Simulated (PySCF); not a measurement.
**Stationary points of WNF₃**

These are results of PBE0/[W def2-SVP with ECP60, N def2-SVP, F def2-SVP], scalar-relativistic core potentials, density fitting, no spin–orbit coupling, PySCF, not measurements.

Relaxations began from a few typed shapes. The search is not exhaustive: other isomers or separated fragments can lie lower, and high-lying points may rest on an excited occupation.

| spin | group | bonds | angles | imaginary modes (cm⁻¹) | ΔE (kJ/mol) | ΔE with ZPE (kJ/mol) |
| --- | --- | --- | --- | --- | --- | --- |
| singlet | C3v | W–F 1.860 Å (×3), W–N 1.651 Å | F–W–F 114.6° (×3), F–W–N 103.7° (×3) | none | 0.0 | 0.0 |
| singlet | C2v | W–F 1.864 Å (×2), W–F 2.001 Å, W–N 1.654 Å | F–W–F 83.4° (×2), F–W–F 166.8°, F–W–N 96.6° (×2), F–W–N 180.0° | 296i, 126i | 370.5 | – |

The lowest minimum found is the singlet C3v: W–F 1.860 Å (×3), W–N 1.651 Å; F–W–F 114.6° (×3), F–W–N 103.7° (×3).

Formally W is in oxidation state +6, d0. The polar-tensor charge on W, 2.30, is far below the formal one.

For the lowest minimum: stability towards spin polarisation was not tested. With an element this heavy the missing spin–orbit coupling can shift these numbers.
